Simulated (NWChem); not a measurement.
All runs are NWChem calculations. System: As (+1), charge 1, spin multiplicity 3. Its SCF solution wasn't tested for a lower state. Level: UHF/def2-TZVP.

Part of the output:

```
             Northwest Computational Chemistry Package (NWChem) 7.3.0
             --------------------------------------------------------

                                NWChem Input Module
                                -------------------

 Scaling coordinates for geometry "geometry" by  1.889725989
 (inverse scale =  0.529177249)

                             Geometry "geometry" -> ""
                             -------------------------

 Output coordinates in angstroms (scale by  1.889725989 to convert to a.u.)

  No.       Tag          Charge          X              Y              Z
 ---- ---------------- ---------- -------------- -------------- --------------
    1 As                  33.0000     0.00000000     0.00000000     0.00000000

 Effective nuclear repulsion energy (a.u.)       0.0000000000

            Nuclear Dipole moment (a.u.)
            ----------------------------
        X                 Y               Z
 ---------------- ---------------- ----------------
     0.0000000000     0.0000000000     0.0000000000

      Symmetry information
      --------------------

 Group name             D2h
 Group number             26
 Group order               8
 No. of unique centers     1

      Symmetry unique atoms

     1


 Summary of "ao basis" -> "" (spherical)
 ------------------------------------------------------------------------------
       Tag                 Description            Shells   Functions and Types
 ---------------- ------------------------------  ------  ---------------------
 *                         def2-tzvp                  on all atoms

 Summary of "ao basis" -> "ao basis" (spherical)
 ------------------------------------------------------------------------------
       Tag                 Description            Shells   Functions and Types
 ---------------- ------------------------------  ------  ---------------------
 As                        def2-tzvp                16       48   6s5p4d1f

                                 NWChem SCF Module
                                 -----------------

  ao basis        = "ao basis"
  functions       =    48
  atoms           =     1
  alpha electrons =    17
  beta  electrons =    15
  charge          =   1.00
  wavefunction    = UHF
  use symmetry    = T
  symmetry adapt  = T

 Summary of "ao basis" -> "ao basis" (spherical)
 ------------------------------------------------------------------------------
       Tag                 Description            Shells   Functions and Types
 ---------------- ------------------------------  ------  ---------------------
 As                        def2-tzvp                16       48   6s5p4d1f

      Symmetry analysis of basis
      --------------------------

        ag         14
        au          1
        b1g         4
        b1u         7
        b2g         4
        b2u         7
        b3g         4
        b3u         7

 Forming initial guess at       0.0s

   Symmetry analysis of molecular orbitals - initial alpha
   -------------------------------------------------------

  Numbering of irreducible representations:

     1 ag          2 au          3 b1g         4 b1u         5 b2g
     6 b2u         7 b3g         8 b3u

  Orbital symmetries:

     1 ag          2 ag          3 b1u         4 b2u         5 b3u
     6 ag          7 b1u         8 b2u         9 b3u        10 ag
    11 b3g        12 b2g        13 ag         14 b1g        15 ag
    16 b2u        17 b3u        18 b1u        19 ag         20 b1g
    21 b2g        22 b3g        23 ag         24 ag         25 b3u
    26 b2u        27 b1u

   Symmetry analysis of molecular orbitals - initial beta
   ------------------------------------------------------

  Numbering of irreducible representations:

     1 ag          2 au          3 b1g         4 b1u         5 b2g
     6 b2u         7 b3g         8 b3u

  Orbital symmetries:

     1 ag          2 ag          3 b1u         4 b2u         5 b3u
     6 ag          7 b1u         8 b2u         9 b3u        10 ag
    11 b3g        12 b2g        13 ag         14 b1g        15 ag
    16 b1u        17 b2u        18 b3u        19 ag         20 b3g
    21 b2g        22 b1g        23 ag         24 ag         25 b1u
[...]
   15   -0.9117
   16   -0.2960
   17   -0.2408
   18   -0.2408
   19    0.1184
   20    0.1282
   21    0.1282
   22    0.1557
   23    0.1557
   24    0.2006
   25    0.2106
   26    0.2369
   27    0.2369

                    UHF Final Alpha Molecular Orbital Analysis
                    ------------------------------------------

 Vector   15  Occ=1.000000D+00  E=-1.099855D+00  Symmetry=ag
              MO Center=  6.4D-17,  6.4D-17,  4.2D-15, r^2= 1.2D+00
   Bfn.  Coefficient  Atom+Function         Bfn.  Coefficient  Atom+Function
  ----- ------------  ---------------      ----- ------------  ---------------
     5      0.775812  1 As s                  6      0.457582  1 As s
     4     -0.410023  1 As s                  3     -0.252254  1 As s

 Vector   16  Occ=1.000000D+00  E=-6.780207D-01  Symmetry=b2u
              MO Center=  4.9D-33, -7.6D-18,  2.7D-32, r^2= 1.8D+00
   Bfn.  Coefficient  Atom+Function         Bfn.  Coefficient  Atom+Function
  ----- ------------  ---------------      ----- ------------  ---------------
    17      0.681412  1 As py                20      0.392397  1 As py
    11     -0.325755  1 As py

 Vector   17  Occ=1.000000D+00  E=-6.780207D-01  Symmetry=b3u
              MO Center= -1.5D-17, -5.9D-32, -3.0D-31, r^2= 1.8D+00
   Bfn.  Coefficient  Atom+Function         Bfn.  Coefficient  Atom+Function
  ----- ------------  ---------------      ----- ------------  ---------------
    16      0.681412  1 As px                19      0.392397  1 As px
    10     -0.325755  1 As px

 Vector   18  Occ=0.000000D+00  E=-3.271280D-01  Symmetry=b1u
              MO Center=  9.0D-18, -5.2D-17,  7.1D-16, r^2= 2.1D+00
   Bfn.  Coefficient  Atom+Function         Bfn.  Coefficient  Atom+Function
  ----- ------------  ---------------      ----- ------------  ---------------
    21      0.555291  1 As pz                18      0.527364  1 As pz
    12     -0.285008  1 As pz

 Vector   19  Occ=0.000000D+00  E= 6.451283D-02  Symmetry=ag
              MO Center= -1.4D-28,  1.1D-28,  2.8D-32, r^2= 3.0D+00
   Bfn.  Coefficient  Atom+Function         Bfn.  Coefficient  Atom+Function
  ----- ------------  ---------------      ----- ------------  ---------------
    41      1.024628  1 As d  2              26     -0.163358  1 As d  2

 Vector   20  Occ=0.000000D+00  E= 6.451283D-02  Symmetry=b1g
              MO Center= -3.8D-33,  6.6D-32, -1.2D-31, r^2= 3.0D+00
   Bfn.  Coefficient  Atom+Function         Bfn.  Coefficient  Atom+Function
  ----- ------------  ---------------      ----- ------------  ---------------
    37      1.024628  1 As d -2              22     -0.163358  1 As d -2

                     UHF Final Beta Molecular Orbital Analysis
                     -----------------------------------------

 Vector   13  Occ=1.000000D+00  E=-2.467346D+00  Symmetry=b1g
              MO Center= -2.3D-28,  9.2D-29,  4.1D-24, r^2= 1.5D-01
   Bfn.  Coefficient  Atom+Function         Bfn.  Coefficient  Atom+Function
  ----- ------------  ---------------      ----- ------------  ---------------
    22      0.911778  1 As d -2              27      0.188061  1 As d -2

 Vector   14  Occ=1.000000D+00  E=-2.467346D+00  Symmetry=ag
              MO Center= -1.5D-29, -1.1D-29,  4.5D-24, r^2= 1.5D-01
   Bfn.  Coefficient  Atom+Function         Bfn.  Coefficient  Atom+Function
  ----- ------------  ---------------      ----- ------------  ---------------
    26      0.911778  1 As d  2              31      0.188061  1 As d  2

 Vector   15  Occ=1.000000D+00  E=-9.117414D-01  Symmetry=ag
              MO Center=  9.8D-21,  9.2D-22, -2.7D-19, r^2= 1.2D+00
   Bfn.  Coefficient  Atom+Function         Bfn.  Coefficient  Atom+Function
  ----- ------------  ---------------      ----- ------------  ---------------
     5      0.764829  1 As s                  6      0.463334  1 As s
     4     -0.390496  1 As s                  3     -0.265147  1 As s

 Vector   16  Occ=0.000000D+00  E=-2.960182D-01  Symmetry=b1u
              MO Center=  6.2D-18, -3.5D-18, -9.2D-16, r^2= 2.2D+00
   Bfn.  Coefficient  Atom+Function         Bfn.  Coefficient  Atom+Function
  ----- ------------  ---------------      ----- ------------  ---------------
    21      0.584442  1 As pz                18      0.492607  1 As pz
    12     -0.280291  1 As pz

 Vector   17  Occ=0.000000D+00  E=-2.408100D-01  Symmetry=b2u
              MO Center= -5.3D-29, -5.2D-19,  5.2D-31, r^2= 2.4D+00
   Bfn.  Coefficient  Atom+Function         Bfn.  Coefficient  Atom+Function
  ----- ------------  ---------------      ----- ------------  ---------------
    20      0.638212  1 As py                17      0.428859  1 As py
    11     -0.271134  1 As py

 Vector   18  Occ=0.000000D+00  E=-2.408100D-01  Symmetry=b3u
              MO Center= -9.7D-18,  4.1D-29,  1.8D-28, r^2= 2.4D+00
   Bfn.  Coefficient  Atom+Function         Bfn.  Coefficient  Atom+Function
  ----- ------------  ---------------      ----- ------------  ---------------
    19      0.638212  1 As px                16      0.428859  1 As px
    10     -0.271134  1 As px

 center of mass
 --------------
 x =   0.00000000 y =   0.00000000 z =   0.00000000

 moments of inertia (a.u.)
 ------------------
           0.000000000000           0.000000000000           0.000000000000
           0.000000000000           0.000000000000           0.000000000000
           0.000000000000           0.000000000000           0.000000000000

  Mulliken analysis of the total density
  --------------------------------------

    Atom       Charge   Shell Charges
 -----------   ------   -------------------------------------------------------
    1 As  33    32.00   2.00  2.00  1.18  0.77  1.23  0.82  5.99  5.75  0.34  1.24  0.67  8.95  1.06 -0.02  0.02  0.00

  Mulliken analysis of the alpha density
  --------------------------------------

    Atom       Charge   Shell Charges
 -----------   ------   -------------------------------------------------------
    1 As  33    17.00   1.00  1.00  0.59  0.38  0.62  0.41  3.00  2.89  0.20  1.24  0.67  4.47  0.53 -0.01  0.01  0.00

   Mulliken analysis of the beta density
   -------------------------------------

    Atom       Charge   Shell Charges
 -----------   ------   -------------------------------------------------------
    1 As  33    15.00   1.00  1.00  0.59  0.39  0.61  0.41  3.00  2.86  0.14 -0.00  0.00  4.49  0.52 -0.02  0.01  0.00

   Mulliken analysis of the spin density
   -------------------------------------

    Atom       Charge   Shell Charges
 -----------   ------   -------------------------------------------------------
    1 As  33     2.00  -0.00  0.00  0.00 -0.00  0.01 -0.01  0.00  0.03  0.06  1.24  0.67 -0.02  0.01  0.01  0.00  0.00

       Multipole analysis of the density wrt the origin
       ------------------------------------------------

     L   x y z        total         alpha         beta         nuclear
     -   - - -        -----         -----         ----         -------
     0   0 0 0      1.000000    -17.000000    -15.000000     33.000000

     1   1 0 0     -0.000000     -0.000000     -0.000000      0.000000
     1   0 1 0     -0.000000     -0.000000      0.000000      0.000000
     1   0 0 1      0.000000      0.000000     -0.000000      0.000000

     2   2 0 0    -11.104891     -8.149248     -2.955643      0.000000
     2   1 1 0     -0.000000     -0.000000     -0.000000      0.000000
     2   1 0 1      0.000000     -0.000000      0.000000      0.000000
     2   0 2 0    -11.104891     -8.149248     -2.955643      0.000000
     2   0 1 1      0.000000      0.000000      0.000000      0.000000
     2   0 0 2     -8.560867     -5.393866     -3.167001      0.000000

 Task  times  cpu:        0.6s     wall:        0.6s

 Total times  cpu:        0.6s     wall:        0.6s
```

**Question.** Write an NWChem input that would produce this output.

**Answer.** Several could match; the one computed here: 
```
start mol
memory heap 200 mb stack 900 mb global 1100 mb
charge 1
geometry units angstroms nocenter noautoz
  As     0.000000     0.000000     0.000000
  symmetry group D2h
end
basis spherical
  * library def2-tzvp
end
scf
  uhf
  nopen 2
  maxiter 100
  thresh 1e-7
  semidirect memsize 60000000 filesize 0
  # guess.movecs holds the orbitals of an unrestricted PBE0 run
  vectors input guess.movecs output mol.movecs
end
task scf energy
```
